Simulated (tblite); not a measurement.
C9H10P (charge -1).
Geometry (GFN2-xTB, Å), atoms numbered from 1 in this order:
```xyz
20
C9H10P angstrom
C      3.9624    0.7851    0.2017
C      2.7216    0.3313   -0.0252
P      1.2441    1.2782    0.2494
C     -0.0422    0.0485    0.0966
C      0.1454   -1.3400    0.2115
C     -0.9026   -2.2271    0.1078
C     -2.1969   -1.7728   -0.0941
C     -2.4122   -0.4021   -0.1763
C     -1.3757    0.5001   -0.0790
C     -1.6417    1.9712   -0.1616
H      4.1401    1.7470    0.6553
H      4.8394    0.2101   -0.0656
H      2.6090   -0.6395   -0.4990
H      1.1356   -1.7293    0.4047
H     -0.7143   -3.2925    0.1989
H     -3.0249   -2.4673   -0.1734
H     -3.4238   -0.0331   -0.3211
H     -2.6899    2.1783   -0.3832
H     -1.3710    2.4503    0.7803
H     -1.0074    2.4143   -0.9306
```

All values are computed: GFN2-xTB (tblite) harmonic vibrations without scaling, gas phase. This tight-binding method is rough: wavenumbers can miss measured ones by several per cent, in bad cases by 10 to 20. One conformer, not necessarily the lowest.

Harmonic wavenumbers (cm⁻¹): 53.3, 81.5, 120.1, 134.4, 194.0, 233.6, 249.5, 307.8, 391.4, 404.9, 430.1, 474.3, 522.2, 541.1, 637.0, 687.2, 736.7, 742.1, 750.0, 802.8, 831.4, 880.7, 901.2, 962.5, 998.0, 1012.4, 1028.4, 1049.3, 1101.7, 1161.1, 1188.6, 1212.8, 1259.0, 1280.7, 1345.2, 1394.6, 1396.3, 1426.4, 1455.3, 1466.4, 1492.1, 1530.6, 1580.1, 1592.1, 2968.1, 2973.0, 2975.5, 2991.3, 2992.5, 2996.1, 3022.1, 3027.3, 3060.4, 3083.1.

A = 2227, B = 778.9, C = 582.9 MHz; mass 149.052 u (most abundant isotopes); point group C1, symmetry number 1.

Problem. Zero-point energy?

Solution. ½Σν̃ = 34065 cm⁻¹ = 97.40 kcal/mol.

Problem. What is S at 273.15 K and 1 bar for an ideal gas of classical rigid rotors and harmonic oscillators?

Solution. Translation 40.50, rotation 29.88, vibration 26.61: S = 97.0 cal/(mol K).

Problem. And Cp and H(273.15 K) − H(0)?

Solution. Cp = 38.21 cal/(mol K), of which vibrations give 30.26 (their classical limit is 54 R = 107.3); H(273.15 K) − H(0) = 6.17 kcal/mol without the zero-point energy, 4.00 from vibrations.

Problem. Blend soft modes into free rotors: weight 1/[1 + (100 cm⁻¹/ν̃)⁴] for the oscillator and the rest for a rotor with moment μB/(μ + B), μ = h/(8π²ν), B = 10⁻⁴⁴ kg m². What vibrational entropy results?

Solution. 24.94 cal/(mol K) in place of 26.61, which changes −T·S at 273.15 K by +0.46 kcal/mol.

Problem. Which modes carry the vibrational entropy at 273.15 K?

Solution. 53.3 cm⁻¹: 4.52; 81.5 cm⁻¹: 3.68; 120.1 cm⁻¹: 2.93; 134.4 cm⁻¹: 2.71; 194.0 cm⁻¹: 2.03; 233.6 cm⁻¹: 1.70 cal/(mol K); the other 48 give 9.04 together.

Problem. What must be added to the electronic energy to get the Gibbs energy at 273.15 K and 1 bar?

Solution. ZPE + [H(273.15 K) − H(0)] − T·S = 97.40 + 6.17 − 26.49 = 77.08 kcal/mol.

Hindered rotation and anharmonicity are outside this model. Other conformers, if any are populated, would add a mixing term that is left out. The structure is chiral; the term R ln 2 for an equal mix with its mirror image is left out.
